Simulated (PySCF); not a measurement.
**Scalar relativity in Si³⁺ (silicon, charge +3)**

[Ne] 3s1, 2S determinant; UHF calculated with PySCF 2.14 in dyall-av3z, once non-relativistic with a point nucleus and once with spin-free X2C-1e and a Gaussian nucleus.

```csv
shell,ε non-rel. (eV),ε X2C (eV),"rms r non-rel. (bohr, spins averaged)","rms r X2C (bohr, spins averaged)",change of radius (%)
1s α,-1910.2,-1914.7,0.1292,0.1287,-0.40
1s β,-1909.7,-1914.2,0.1292,0.1287,-0.40
2s α,-204.12,-204.86,0.6126,0.6107,-0.31
2s β,-203.10,-203.84,0.6126,0.6107,-0.31
2p α,-152.23,-152.22,0.5963,0.5958,-0.08
2p β,-151.83,-151.82,0.5963,0.5958,-0.08
3s α,-44.671,-44.762,1.993,1.989,-0.20
```

The total energy goes from -286.8214 to -287.4244 hartree.

Relativity contracts and stabilises s shells directly. The contracted s shells screen the nucleus better, so for spin-averaged p shells the direct and indirect effects partly cancel.
